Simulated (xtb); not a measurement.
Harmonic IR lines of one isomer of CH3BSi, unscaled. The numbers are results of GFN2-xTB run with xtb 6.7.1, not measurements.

wavenumber (cm⁻¹): 198 (vw), 461 (m), 584 (m), 633 (w), 844 (w), 931 (m), 1849 (m), 2157 (vs), 2240 (m), 2842 (m)

Q: Name which structure gives these lines.
A. `B1C=[SiH]1`
B. `B=C=[SiH2]`
C. `B1=C[SiH2]1`

A: B, `B=C=[SiH2]`
